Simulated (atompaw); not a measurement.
# germanium: variants of one PAW (atompaw) potential

Base potential:

atompaw 4.2.0.5 input, output lines left out:

```
Ge 32
GGA-PBESOL scalarrelativistic loggrid 1500 logderivrange -4 5 226
4 4 3 0 0 0
4 1 2
0 0 0
c
c
c
v
c
c
v
v
2
2.45 1.85 2.00 2.25
y
-0.05
n
y
0.75
n
y
0.05
n
custom rrkj vanderbiltortho sinc
3 0 ultrasoft
2.45
1.95
2.45
2.45
1.35
1.35
```

All-electron outer shells of the reference configuration (PBEsol, scalar-relativistic, ld1.x):

| shell | level (eV) | outermost node (bohr) | outermost maximum (bohr) |
| --- | --- | --- | --- |
| 3s | -168.12 | 0.26 | 0.54 |
| 3p | -115.43 | 0.23 | 0.54 |
| 3d | -29.31 | – | 0.50 |
| 4s | -11.74 | 0.77 | 1.75 |
| 4p | -3.90 | 0.82 | 2.22 |

Cutoffs, loose and tight: the cutoffs (Ry, on a coarse ladder) from which the occupation-weighted sum of valence levels, in a spherical-Bessel basis at the reference potential, stays within 10 and 1 mRy of its value at 400 Ry. They see the waves, projectors and local potential, not the compensation charge or the core. A dash means not determined.

```csv
change,outcome,"cutoff, loose","cutoff, tight",bound ghosts
base,generated,70 Ry,140 Ry,none
"all radii scaled by about 0.78 (s 1.90, p 1.90, d 1.06 bohr); local potential ultrasoft scheme with l = 3 at 0 Ry, radius 1.56 bohr; augmentation sinc compensation charge, radius 1.44 bohr; PAW radius 1.90 bohr; waves and projectors: custom rrkj vanderbiltortho; core correction smooth core density matched at 1.76 bohr",generated,140 Ry,230 Ry,none
"all radii scaled by about 0.91 (s 2.22, p 2.22, d 1.22 bohr); local potential ultrasoft scheme with l = 3 at 0 Ry, radius 1.82 bohr; augmentation sinc compensation charge, radius 1.68 bohr; PAW radius 2.22 bohr; waves and projectors: custom rrkj vanderbiltortho; core correction smooth core density matched at 2.04 bohr",generated,100 Ry,160 Ry,none
"all radii scaled by about 1.04 (s 2.54, p 2.54, d 1.40 bohr); local potential ultrasoft scheme with l = 3 at 0 Ry, radius 2.08 bohr; augmentation sinc compensation charge, radius 1.92 bohr; PAW radius 2.54 bohr; waves and projectors: custom rrkj vanderbiltortho; core correction smooth core density matched at 2.34 bohr",generated,60 Ry,100 Ry,none
"all radii scaled by about 1.13 (s 2.76, p 2.76, d 1.52 bohr); local potential ultrasoft scheme with l = 3 at 0 Ry, radius 2.26 bohr; augmentation sinc compensation charge, radius 2.08 bohr; PAW radius 2.76 bohr; waves and projectors: custom rrkj vanderbiltortho; core correction smooth core density matched at 2.54 bohr",generated,50 Ry,80 Ry,none
```

What comes out with this change to the base: all radii scaled by about 0.85 (s 2.08, p 2.08, d 1.14 bohr); local potential ultrasoft scheme with l = 3 at 0 Ry, radius 1.70 bohr; augmentation sinc compensation charge, radius 1.58 bohr; PAW radius 2.08 bohr; waves and projectors: custom rrkj vanderbiltortho; core correction smooth core density matched at 1.92 bohr?

outcome: generated; cutoff, loose: 120 Ry; cutoff, tight: 180 Ry; bound ghosts: none.

What comes out with this change to the base: all radii scaled by about 1.21 (s 2.96, p 2.96, d 1.62 bohr); local potential ultrasoft scheme with l = 3 at 0 Ry, radius 2.42 bohr; augmentation sinc compensation charge, radius 2.24 bohr; PAW radius 2.96 bohr; waves and projectors: custom rrkj vanderbiltortho; core correction smooth core density matched at 2.72 bohr?

outcome: generated; cutoff, loose: 40 Ry; cutoff, tight: 70 Ry; bound ghosts: none.

What comes out with this change to the base: all radii scaled by about 1.29 (s 3.16, p 3.16, d 1.74 bohr); local potential ultrasoft scheme with l = 3 at 0 Ry, radius 2.58 bohr; augmentation sinc compensation charge, radius 2.38 bohr; PAW radius 3.16 bohr; waves and projectors: custom rrkj vanderbiltortho; core correction smooth core density matched at 2.90 bohr?

outcome: generated; cutoff, loose: 35 Ry; cutoff, tight: 60 Ry; bound ghosts: none.

Reading the sweep of the scale of all radii (base = 1) (base included, trends over the rows without a ghost): The loose cutoff falls from 140 Ry at 0.78 to 35 Ry at 1.29. A larger radius leaves more room for a smooth pseudo-wave, so fewer plane waves are needed; a smaller one forces it to follow the all-electron wave where it bends sharply.
